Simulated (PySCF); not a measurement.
O₂Si (anion, charge -1), SMILES [Si]([O])=O, doublet, CAM-B3LYP/def2-SVP optimised geometry.

```
3

O     -1.35     0.54     0.00
Si    -0.21    -0.54     0.00
O      1.35    -0.54     0.00
```

Density from unrestricted CAM-B3LYP/def2-TZVPD (PySCF 2.14.0) at that geometry.

Minimum of the electron density along straight lines between bonded atoms, close to the bond critical point (lines longer than 1.1 times the sum of covalent radii, or with two minima, are not listed):

```csv
bond,length / Å,ρ at the minimum / e bohr⁻³,∇²ρ there / e bohr⁻⁵,position (fraction from the first atom)
O1–Si2,1.562,0.169,1.16,0.58
Si2–O3,1.562,0.169,1.16,0.42
```
